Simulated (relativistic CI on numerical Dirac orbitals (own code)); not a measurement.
Level scheme of Sr11+

These numbers are calculated, not measured: Dirac-Coulomb-Breit CI, separate exchange-only KLI orbitals for each configuration, QED by a radiative potential, unscaled Slater integrals (own radial code, finite nucleus).

Configuration list (outside the closed core [Ne]): 3s2 3p6 3d9, 3s2 3p5 3d10, 3s 3p6 3d10, 3s2 3p6 3d8 4s, 3s2 3p6 3d8 4p, 3s2 3p6 3d8 4d, 3s2 3p6 3d7 4s2, 3s2 3p6 3d7 4s 4p, 3s2 3p6 3d8 4f, 3s2 3p6 3d8 5s, 3s2 3p6 3d7 4p2, 3s2 3p6 3d8 5p, 3s2 3p6 3d7 4s 4d, 3s2 3p5 3d9 4s, 3s2 3p6 3d8 5d, 3s2 3p6 3d7 4p 4d. Levels of other configurations are missing.

The lowest level is 3s2 3p6 3d9 2D_5/2, with 100 % of that term; Hund's rules for 3s2 3p6 3d9 give 2D with J = 5/2, in agreement.

```
No.  Configuration  Term     J  E (cm⁻¹)    %  Landé g
  1    3s2 3p6 3d9    2D   5/2         0  100    1.199
  2    3s2 3p6 3d9    2D   3/2     14597  100    0.798
  3     3d8(3F) 4s    4F   9/2   1093338   99    1.331
  4     3d8(3F) 4s    4F   7/2   1099632   73    1.209
  5     3d8(3F) 4s    4F   5/2   1108325   93    1.022
  6   3s2 3p5 3d10   2P°   3/2   1109298   99    1.332
  7     3d8(3F) 4s    2F   7/2   1112175   73    1.166
  8     3d8(3F) 4s    4F   3/2   1112325   90    0.440
  9     3d8(3F) 4s    2F   5/2   1121249   79    0.934
 10     3d8(3P) 4s    4P   5/2   1135948   62    1.402
 11     3d8(1D) 4s    2D   3/2   1139398   50    1.085
 12     3d8(3P) 4s    4P   1/2   1148349   98    2.657
 13     3d8(3P) 4s    4P   3/2   1149104   76    1.530
 14     3d8(1D) 4s    2D   5/2   1152683   59    1.322
 15     3d8(3P) 4s    2P   3/2   1159633   77    1.205
 16     3d8(3P) 4s    2P   1/2   1160807   99    0.680
 17     3d8(1G) 4s    2G   9/2   1162375   99    1.111
 18     3d8(1G) 4s    2G   7/2   1162529   99    0.890
 19   3s2 3p5 3d10   2P°   1/2   1195029   98    0.663
 20     3d8(1S) 4s    2S   1/2   1246411   97    1.998
 21     3d8(3F) 4p   4D°   7/2   1277494   82    1.386
 22     3d8(3F) 4p   4G°   9/2   1285845   41    1.186
 23     3d8(3F) 4p   4D°   5/2   1291311   81    1.302
 24     3d8(3F) 4p   4G°   7/2   1296284   67    1.027
 25     3d8(3F) 4p   4G°  11/2   1299879   99    1.270
 26     3d8(3F) 4p   4G°   5/2   1300576   67    0.724
 27     3d8(3F) 4p   4D°   3/2   1300791   63    0.996
 28     3d8(3F) 4p   4F°   9/2   1306056   71    1.270
 29     3d8(1D) 4p   2D°   3/2   1307004   46    0.943
 30     3d8(3F) 4p   4D°   1/2   1307846   94    0.036
```

Energies count from the lowest computed level; ° marks odd parity. Percentages are summed over parent terms; the parents shown are those of the largest component, closed shells are left out there.

The mean weight of the leading LS term, summed over parents, in these 30 levels is 81 %, and that of the leading jj configuration (from the same eigenvectors) 69 %, so LS coupling describes them better.

At this charge energies of transitions that change n are usually good to better than 1 %, and those within a shell (Δn = 0) to a few per cent.

LS names give the leading component of a level, which can be under half, so a name can repeat, a term be missing and a line seem to break the LS rules.
